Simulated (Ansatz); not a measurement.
An input meant for BeBr2 (charge 0, singlet).

```yaml
crystal:
  periodic: [false, false, false]
  atoms:
    - {symbol: Be, position_ang: [-0.000052, -0.000048, 0.000050]}
    - {symbol: Br, position_ang: [-1.526215, 0.551854, -1.099403]}
    - {symbol: Br, position_ang: [1.526267, -0.551816, 1.099353]}
basis:
  gaussian: {orbitals: STO-3G, final_grid: {core_spheres: 1, valence_spheres: 1, degree: 3}}
hamiltonian: {xc: {name: PBE}}
scf: {omitted_lower_state_checks: [starts]}
```

```sh
$ ansatz run in.yaml --threads 4 --pin off --events-out ev --progress --plain --max-ram 3916MiB
```

Shortened log:

```
Functional definition: PBE
408 factors; integrals over basis functions are off by at most 6.2e-4 eV
mean field evaluation 1: about -138936.7296 eV, gradient 1.8e0 eV
mean field evaluation 2: about -138936.7192 eV, gradient 2.3e0 eV
mean field evaluation 4: about -138936.7436 eV, gradient 3.2e-1 eV
mean field evaluation 8: about -138866.5824 eV, gradient 4.0e1 eV
mean field evaluation 16: about -138891.3708 eV, gradient 1.0e1 eV
mean field evaluation 32: about -138891.6734 eV, gradient 1.9e-5 eV
mean field -138891.67344160 eV, -5104.1748548212 hartree, gradient 5.4e-7 eV, S^2 0.000000; 2 other end points of the search recorded, 0 dependent functions left out
reference -138891.67359524 eV, -5104.1748604675 hartree; 37, 37 occupied and 4, 4 virtual orbitals, 408 factors
Total energy: -138891.67359524 eV, -5104.1748604675 hartree
Checks for a lower state left out: starts
```

Task: Something in this input is off. What?

Result: The integration grid is far too coarse. The run converged. The result belongs to that input, not to the species as meant.
